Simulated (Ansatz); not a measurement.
Ansatz (a program for electronic structure) input (RI-MP2/def2-QZVPPD):
A basis named .json is the Basis Set Exchange file of that set.

Ansatz 0.2 input:
```yaml
crystal:
  periodic: [false, false, false]
  atoms:
    - {symbol: Nb, position_ang: [-0.00000000, -0.00000000, -0.27558383]}
    - {symbol: O, position_ang: [0.00000000, 0.00000000, 1.41236713]}
basis:
  gaussian:
    orbitals: def2-QZVPPD.json
    fitting: {mean_field: def2-universal-jkfit, correlation: def2-QZVPPD-RIFIT.json}
total_charge: 1
magnetization: {spin_polarized: true, initial_magnetization: 2}
correlation: {method: mp2, electrons: outside_noble_gas}
```

Output:

```
Functional definition: HF
integrals: 0.07 GiB planned
332 factors; integrals over basis functions are off by at most 1.3e0 eV
409 factors; integrals over basis functions are off by at most 2.3e0 eV
mean field: 0.27 GiB planned
mean field evaluation 1: about -3544.9418 eV, gradient 7.1e1 eV
mean field evaluation 2: about -3458.7326 eV, gradient 1.5e2 eV
mean field evaluation 4: about -3564.4480 eV, gradient 2.1e0 eV
mean field evaluation 8: about -3564.5564 eV, gradient 6.5e-1 eV
mean field evaluation 16: about -3564.6891 eV, gradient 8.5e-1 eV
mean field evaluation 32: about -3561.8913 eV, gradient 2.2e0 eV
mean field evaluation 64: about -3561.2388 eV, gradient 2.1e1 eV
mean field evaluation 96: about -3565.3429 eV, gradient 1.0e0 eV
mean field evaluation 128: about -3561.8891 eV, gradient 3.3e0 eV
mean field evaluation 160: about -3564.5047 eV, gradient 7.5e-1 eV
mean field -3565.39796188 eV, -131.0259583856 hartree, gradient 1.7e-6 eV, S^2 2.159401; 17 other end points of the search recorded, 0 dependent functions left out
5 core orbitals not correlated
reference -3565.39796188 eV, -131.0259583856 hartree; 6, 4 occupied and 136, 138 virtual orbitals, 409 factors
second order -10.35822690 eV of doubles, -0.00000000 eV of singles
Total energy: -3575.75618878 eV, -131.4066162032 hartree
```

This state (charge 1, triplet) is run at the relaxed geometry of the species with charge 0 and multiplicity 4.

The determinant is spin-contaminated: <S^2> is 2.16 against 2.00 for a pure state.
